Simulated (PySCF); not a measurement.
PySCF input:

```python
from pyscf import gto, scf, dft

mol = gto.M(
    atom='''
    P     0.03250720   -0.05666463    0.05072503
    H     0.00392946   -0.00963856   -1.35582486
    H     1.39733700    0.61532213    0.12299923
    H    -0.65116604    1.13786303    0.34586113
    H    -1.23770843   -0.89357720    0.12608909
    ''',
    basis='def2-tzvpd',
    charge=0,
    spin=1,
    verbose=4,
)

mf = dft.UKS(mol, xc='tpssh').density_fit(auxbasis='def2-universal-jkfit')
mf.grids.level = 3
mf.conv_tol = 1e-9
mf.max_cycle = 100
mf.max_memory = 1500
mf.kernel()
if not mf.converged:
    mf = mf.newton()
    mf.kernel(mf.make_rdm1())
for _ in range(2):
    mo, _, stable, _ = mf.stability(return_status=True)
    if stable:
        break
    mf.kernel(mf.make_rdm1(mo, mf.mo_occ))
mf.analyze()
```

What final total energy does it print?

-343.70004 Eh (TPSSh/def2-TZVPD).
